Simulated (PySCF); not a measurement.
Species: C3H8FSi (charge 0, doublet). It need not be the lowest isomer of its formula. SMILES: [CH2][Si](C)(C)F
Geometry from a B3LYP-D3(BJ)/def2-TZVP (Ansatz) optimisation:
```xyz
13

Si    -0.0338    -0.0255    -0.0186
F      0.0899    -0.3254    -1.6024
C     -1.5700    -0.8510     0.5649
C      1.4852    -0.7261     0.8093
C     -0.1181     1.8257     0.2032
H     -2.2106    -1.4323    -0.0890
H     -1.9094    -0.7975     1.5942
H      1.5773    -1.7974     0.6231
H      1.4378    -0.5756     1.8906
H      2.3886    -0.2353     0.4402
H     -0.2326     2.0815     1.2594
H     -0.9648     2.2500    -0.3389
H      0.7952     2.3014    -0.1614
```
Charge 0, spin multiplicity 2.

Dispersion corrections to the total energy (kcal/mol) from the dftd3 and dftd4 libraries through PySCF: D3(BJ) without and D4 with the three-body term, each with the damping fitted for the functional named.

```tsv
functional	D3(BJ)	D4
revPBE	-15.06	-18.14
PBE0	-5.36	-5.05
BHLYP	-8.47	-7.13
TPSS	-7.74	___
HSE06	-4.14	___
CAM-B3LYP	-4.91	-5.10
PW6B95	-3.20	___
```

What belongs in the gaps?


- TPSS, D4: -8.03
- HSE06, D4: -4.69
- PW6B95, D4: -5.17
